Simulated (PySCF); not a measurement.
Spin-rotation constants: `N1C(B(C)C)=CC=C1`, C6H10BN

Geometry (Å), atoms numbered from 1 in this order:
```xyz
18

C    -1.8087   -1.4731   -0.2021
B    -1.0583   -0.0895   -0.0569
C    -1.8970    1.2557    0.0273
C     0.4665   -0.0399    0.0085
C     1.4140   -1.0605   -0.0089
C     2.6858   -0.4920    0.0884
C     2.5087    0.8713    0.1599
N     1.1880    1.1267    0.1148
H    -1.2361   -2.2217   -0.7431
H    -1.9951   -1.8834    0.7911
H    -2.7804   -1.3800   -0.6822
H    -1.5199    1.9554    0.7722
H    -1.8556    1.7718   -0.9329
H    -2.9486    1.0861    0.2454
H     1.1962   -2.1081   -0.0817
H     3.6249   -1.0100    0.1055
H     3.2370    1.6563    0.2376
H     0.7698    2.0412    0.1455
```

Method: GIAO BHandHLYP/pcSseg-1 magnetisability, rotational g tensor and spin-rotation constants, non-relativistic, gas phase in PySCF 2.14.0. Geometry: GFN2-xTB.

Question: Give the nuclear spin-rotation constants along the inertial axes (H = +C I·J) beside the isotropic shieldings.

Answer: Rotational constants 4.1454, 1.4626, 1.0956 GHz. A star marks the isotopologue with that one atom substituted, in its own axes.
| atom | isotope | Caa (kHz) | Cbb (kHz) | Ccc (kHz) | mean (kHz) | σ (ppm) |
| --- | --- | --- | --- | --- | --- | --- |
| B2 | 11B | 1.856 | 0.551 | 0.154 | 0.854 | 38.8 |
| N8 | 14N | 0.462 | 0.224 | 0.059 | 0.248 | 84.5 |
| H9 | 1H | -0.369 | -0.035 | -0.088 | -0.164 | 30.6 |
| H10 | 1H | -0.463 | -0.139 | 0.000 | -0.201 | 31.1 |
| H11 | 1H | 0.030 | -0.168 | -0.102 | -0.080 | 31.0 |
| H12 | 1H | -0.386 | -0.069 | -0.070 | -0.175 | 31.0 |
| H13 | 1H | -0.484 | -0.124 | -0.009 | -0.206 | 31.1 |
| H14 | 1H | 0.090 | -0.168 | -0.117 | -0.065 | 30.9 |
| H15 | 1H | -0.366 | 0.151 | -0.115 | -0.110 | 24.5 |
| H16 | 1H | 0.175 | -0.060 | -0.117 | -0.001 | 25.3 |
| H17 | 1H | 0.050 | -0.019 | -0.114 | -0.028 | 24.8 |
| H18 | 1H | -0.359 | 0.120 | -0.115 | -0.118 | 23.5 |
| C1 | 13C* | 0.599 | 0.180 | 0.132 | 0.304 | 176.9 |
| C4 | 13C* | 1.662 | 0.671 | 0.169 | 0.834 | 41.3 |
| C5 | 13C* | 1.502 | 0.680 | 0.138 | 0.773 | 53.4 |
| C6 | 13C* | 1.698 | 0.500 | 0.139 | 0.779 | 69.4 |
| C7 | 13C* | 1.837 | 0.498 | 0.172 | 0.836 | 54.9 |

For the geometry as given, no vibrational averaging.

Question: How do the rotational constants and the g tensor change when H9, H10, H11, H12, H13, H14, H15, H16, H17, H18 are replaced by deuterium?

Answer: Constants 3.2383, 1.2438, 0.9186 GHz; g -0.0339, -0.0160, 0.0156, against -0.0433, -0.0188, 0.0186 before.
